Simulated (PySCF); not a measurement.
SMILES [PbH2] (PBE0/def2-SVP optimised geometry):

```
3

Pb    -0.927    -0.927     0.000
H      0.927    -0.927     0.000
H     -0.922     0.927     0.000
```

Calculation: PySCF with PBE0/def2-TZVP, def2 effective core potentials past Kr.

What are the frontier orbital energies and the dipole moment?

HOMO-2 -14.20 eV, HOMO-1 -7.75 eV, HOMO -6.73 eV, LUMO -2.85 eV, LUMO+1 0.45 eV; dipole moment 1.52 D.
